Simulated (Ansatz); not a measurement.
`C=C(F)[SiH2]N` → `C=CF` + `N[SiH]`  (silylene formation by 1,1-elimination)

Computed with Ansatz on PBE0-D4/def2-TZVP structures; ΔE is electronic, products minus reactants. CBS: MP2 limit from def2 TZ/QZ plus the TZ coupled-cluster correction, frozen cores. This one scheme is used for every species. DFT in def2-TZVPP. B3LYP here is the variant with VWN-RPA as its local correlation; programs differ in this. Each species was taken in one conformer, which may not be the lowest.

`C=C(F)[SiH2]N`:

```xyz
11

C    -0.848    1.878   -0.114
C    -0.341    0.761   -0.613
F    -0.671    0.402   -1.879
Si    0.821   -0.431    0.264
N     0.245   -2.034    0.429
H    -0.595    2.171    0.896
H    -1.510    2.516   -0.690
H     2.079   -0.512   -0.519
H     1.039    0.178    1.601
H     0.379   -2.695   -0.319
H    -0.597   -2.233    0.944
```

`C=CF`:

Cartesian coordinates in Å:
```
C 0.474 0.389 0.340
C -0.362 -0.376 -0.329
F -1.688 -0.263 -0.207
H 0.122 1.151 1.024
H 1.538 0.255 0.203
H -0.084 -1.156 -1.029
```

`N[SiH]`:

Cartesian coordinates in Å:
```
N -0.508 0.111 0.219
Si 1.003 -0.668 0.377
H -0.807 0.679 -0.558
H -1.217 0.040 0.932
H 1.529 -0.161 -0.969
```

(1) Is it downhill or uphill in electronic energy at CCSD(T)/CBS, and by how much? (Best estimate.)

(2) What do these levels give: PBE-D4, r2SCAN-D4, B3LYP-D4, ωB97M-V, B2PLYP, PBE, r2SCAN, B3LYP, SCS-MP2/def2-TZVPP, CCSD(T)/def2-TZVPP, MP2/def2-QZVPP, HF/CBS(def2)? (Best estimate.)

Largest T1 diagnostic among the species: 0.015.

Answers

(1) The calculation gave: Uphill: ΔE = +1.63 eV.

(2) Computed: PBE-D4 1.56, r2SCAN-D4 1.75, B3LYP-D4 1.55, ωB97M-V 1.56, B2PLYP 1.53, PBE 1.47, r2SCAN 1.72, B3LYP 1.41, SCS-MP2/def2-TZVPP 1.63, CCSD(T)/def2-TZVPP 1.56, MP2/def2-QZVPP 1.76, HF/CBS(def2) 1.52 eV.

In def2-TZVPP, CCSD(T) changes the Hartree–Fock value by +0.04 eV (the triples alone add +0.02 eV) and MP2 by +0.20 eV. From PBE to PBE0 (25 % exact exchange), in def2-TZVPP and without D4, ΔE moves by +0.14 eV.
